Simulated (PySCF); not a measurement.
SMILES [CH3][Ge]([CH3])([CH3])[O][SiH3] (GFN2-xTB optimised geometry):

```
18

Si    -1.446     1.292     0.121
O     -0.275     0.192     0.000
Ge     0.126    -1.536     0.000
C     -0.675    -2.278    -1.663
C      2.111    -1.536     0.000
C     -0.676    -2.294     1.655
H     -2.494     1.034    -0.873
H     -2.037     1.244     1.463
H     -0.751     2.552    -0.131
H     -0.428    -3.331    -1.765
H     -0.297    -1.748    -2.532
H     -1.756    -2.176    -1.642
H      2.488    -1.010    -0.873
H      2.494    -2.552    -0.015
H      2.489    -1.036     0.888
H     -1.758    -2.199     1.630
H     -0.305    -1.768     2.529
H     -0.424    -3.346     1.752
```

Method: PBE0/def2-SVP run with PySCF.

**Question.** What are the frontier orbital energies and the dipole moment?

**Answer.** HOMO-2 -8.82 eV, HOMO-1 -7.82 eV, HOMO -7.73 eV, LUMO 0.90 eV, LUMO+1 1.44 eV; dipole moment 1.82 D.

On the same geometry PBE/def2-SVP (PySCF) gives HOMO-2 -7.44 eV, HOMO-1 -6.40 eV, HOMO -6.29 eV, LUMO 0.03 eV, LUMO+1 0.59 eV; dipole moment 1.82 D.

Meta-Löwdin charges at PBE0/def2-SVP: Si1 0.75, O2 -0.80, Ge3 0.96, C4 -0.52, C5 -0.52, C6 -0.52, H7 -0.14, H8 -0.13, H9 -0.12, H10 0.11, H11 0.12, H12 0.12, H13 0.12, H14 0.11, H15 0.12, H16 0.12, H17 0.12, H18 0.11.
